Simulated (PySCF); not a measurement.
# Spinor energies of W²⁺ (tungsten, charge +2)

Start: [Xe] 4f14 5d3 6s1; 5d5/2 filled at m_j = +1/2, +3/2, +5/2; 6s1/2 filled at m_j = +1/2. Calculated with PySCF 2.14 in x2c-SVPall-2c with one added diffuse shell each of s, d type (8s9p10d2f, 99 functions): generalised Hartree-Fock with the X2C-1e Hamiltonian and a Gaussian nucleus; one run each with spin-orbit coupling (SO) switched off, then screened by Boettger's factors. This is a chosen level, not necessarily the ground level.

| spinor shell | electrons | ε, spin-free (eV) | ε, screened SO (eV) | weight of nominal j (screened SO) | rms radius, screened SO (bohr) |
| --- | --- | --- | --- | --- | --- |
| 1s1/2 | 2 | -69917.2 | -69895.4 | 1.000 | 0.0208 |
| 2s1/2 | 2 | -12226.7 | -12219.5 | 1.000 | 0.0838 |
| 2p1/2 | 2 | -10699.8 | -11666.1 | 1.000 | 0.0713 |
| 2p3/2 | 4 | -10699.8 | -10306.9 | 1.000 | 0.0787 |
| 3s1/2 | 2 | -2894.3 | -2891.6 | 1.000 | 0.214 |
| 3p1/2 | 2 | -2434.2 | -2645.2 | 1.000 | 0.206 |
| 3p3/2 | 4 | -2434.2 | -2346.3 | 1.000 | 0.221 |
| 3d3/2 | 4 | -1898.8 | -1935.8 | 1.000 | 0.195 |
| 3d5/2 | 6 | -1898.8 | -1871.4 | 1.000 | 0.199 |
| 4s1/2 | 2 | -645.93 | -644.80 | 1.000 | 0.478 |
| 4p1/2 | 2 | -492.25 | -541.20 | 1.000 | 0.487 |
| 4p3/2 | 4 | -492.25 | -471.25 | 1.000 | 0.519 |
| 4d3/2 | 4 | -293.52 | -300.67 | 1.000 | 0.544 |
| 4d5/2 | 6 | -293.52 | -287.46 | 1.000 | 0.556 |
| 5s1/2 | 2 | -113.88 | -113.35 | 1.000 | 1.15 |
| 5p1/2 | 2 | -72.325 | -79.157 | 0.970 | 1.32 |
| 4f5/2 | 6 | -70.625 | -71.141 | 0.989 | 0.667 |
| 4f7/2 | 8 | -70.625 | -68.946 | 0.990 | 0.670 |
| 5d5/2 | 3 | -29.089 | -28.486 | 0.603 | 1.97 |
| 6s1/2 | 1 | -23.742 | -23.786 | 0.867 | 2.94 |

Problem. Where does 5p3/2 lie, and what is the 5p spin-orbit splitting (screened SO)?

Solution. At -68.883 eV, 10.274 eV above 5p1/2.

```csv
quantity,spin-free,screened SO
E (hartree),-16128.98100,-16147.86994
M_J,5,5
⟨J²⟩,30.006,30.775
⟨L²⟩,12.004,15.202
⟨S²⟩,6.002,4.950
```

The determinant has a definite M_J but mixes levels of different J.

Each row is a mean over spinors that exchange with the open shell spreads, by up to 6.364 eV (5p3/2).

Rows whose weight is well below 1 are mixtures of j = l ± 1/2: exchange outweighs spin-orbit coupling there, and the label is only the starting occupation.

Breit and QED terms are absent; they matter most for the inner s and p1/2 levels.

Densities and radii are taken from the X2C orbitals without a picture-change correction, which distorts them close to the nucleus.

Without spin-orbit coupling the j labels of p, d and f shells carry no meaning; the spin-free column gives the mean over the occupied spinors of each nl shell.
